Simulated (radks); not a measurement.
Coulomb parameter of the 5d shell of the hafnium ion Hf2+ in the model configuration [Xe] 4f14 5d1 6s1, as a second difference U = [E(n + 0.25) + E(n - 0.25) - 2 E(n)] / (0.25)^2 with all orbitals relaxed. "Bare": the charge of the atom changes with n. "Screened": the 6s shell takes up the change at fixed total charge, which measures U(5d,5d) + U(6s,6s) - 2 U(5d,6s). Calculated with a radial shooting solver on a logarithmic mesh with Libxc functionals: scalar-relativistic Kohn-Sham, PBE, spin-unpolarised, spherical densities, point nucleus.

case                      configuration  E - E(n) (eV)
start                 [Xe] 4f14 5d1 6s1          0.000
bare +0.25         [Xe] 4f14 5d1.25 6s1         -4.319
bare -0.25         [Xe] 4f14 5d0.75 6s1          4.952
screened +0.25  [Xe] 4f14 5d1.25 6s0.75          0.050
screened -0.25  [Xe] 4f14 5d0.75 6s1.25         -0.006

U(bare) = 10.130 eV, U(screened by 6s) = 0.708 eV, against the Slater integral F0(5d,5d) = 12.087 eV with frozen orbitals.
